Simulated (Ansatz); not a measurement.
CH3FSi, SMILES `C[Si]F` (excited triplet) (charge 0, multiplicity 3). This triplet is an excited state, 1.87 eV above the relaxed singlet at the level frozen-core CCSD(T)/cc-pVTZ // B3LYP-D3(BJ)/def2-TZVP (Ansatz, an electronic-structure program).

Cartesian coordinates (Å):
SMILES: F[Si]C
```xyz
6

C     -0.6104     0.0515     0.0337
Si     1.1232    -0.5581     0.5378
F      2.3062     0.0220    -0.4074
H     -0.8287    -0.2696    -0.9856
H     -1.3392    -0.3850     0.7162
H     -0.6510     1.1392     0.1052
```
Charge 0, spin multiplicity 3.

Frozen-core energies in 6-31g from Ansatz at a geometry from B3LYP-D3(BJ)/def2-TZVP; the HF reference has <S^2> = 2.00 and the T1 diagnostic is 0.014.

```tsv
level	energy (Ha)
HF	-427.86795
MP2	-428.11235
CCSD	-428.13193
```

### Question
Estimate the energies of CCSD(T), CCSDT and CCSDT(Q), and give each level's difference from CCSDT(Q).

### Answer

| level | energy (Ha) | difference from CCSDT(Q) (mHa) |
|---|---|---|
| MP2 | -428.11235 | 25.17 |
| CCSD | -428.13193 | 5.60 |
| CCSD(T) | -428.13642 | 1.11 |
| CCSDT | -428.13697 | 0.56 |
| CCSDT(Q) | -428.13753 | 0.00 |
